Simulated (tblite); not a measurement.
C$_{3}$H$_{7}$ (SMILES [CH2-]CC), charge -1, singlet, at a GFN2-xTB geometry; GFN1-xTB (tblite).

Here is a job for tblite.
```
$ tblite run mol.xyz --method gfn1 --charge -1 --spin 0 --grad --json tblite.json --no-restart

# file mol.xyz
10

C      0.00186015     0.10449024     0.56640373
C     -0.00172720     1.41771511    -0.19203030
C      0.00006446    -1.22825686    -0.25191409
H     -0.88084995     0.06118922     1.22991746
H      0.88915671     0.06252487     1.22385812
H      0.00293214    -2.12288703     0.38856881
H      0.88547984     1.38891864    -0.89834554
H     -0.89370483     1.38757606    -0.89225478
H     -0.88482823    -1.27117245    -0.89022816
H      0.88062988    -1.26984023    -0.89627193
```

It wrote (shortened):

```
xTB calculator
 | screened Coulomb repulsion
 | Coulomb electrostatics
 |  * isotropic Klopman-Ohno-Mataga-Nishimoto electrostatics
 |  * onsite third-order electrostatics
 | DFT-D3(BJ) dispersion correction

halogen bonding energy    0.0000000000000E+00 Eh
repulsion energy          1.2432480835640E-01 Eh
dispersion energy        -2.3042456998861E-03 Eh
number of electrons       2.0000000000000E+01 e
integral cutoff           1.9731147476801E+01 bohr

------------------------------------------------------------
  cycle        total energy    energy error   density error
------------------------------------------------------------
      1     -10.21592709804  -1.0337948E+01   6.0118837E-01
      2     -10.23818883476  -2.2261737E-02   3.4924769E-01
      3     -10.23953155623  -1.3427215E-03   3.7589780E-02
      4     -10.23994565433  -4.1409810E-04   4.4434223E-03
      5     -10.23997668226  -3.1027929E-05   1.6589200E-03
      6     -10.23997839626  -1.7140010E-06   1.0997248E-04
      7     -10.23997840174  -5.4737050E-09   3.6466932E-05
      8     -10.23997840217  -4.3444004E-10   7.7328742E-06
------------------------------------------------------------

electronic energy        -1.0361998964828E+01 Eh
total energy             -1.0239978402171E+01 Eh

Post processing:
 | Mayer-Wiberg bond orders

[Info] Tight-binding results written to 'tblite.txt'
[Info] JSON dump of results written to 'tblite.json'
```
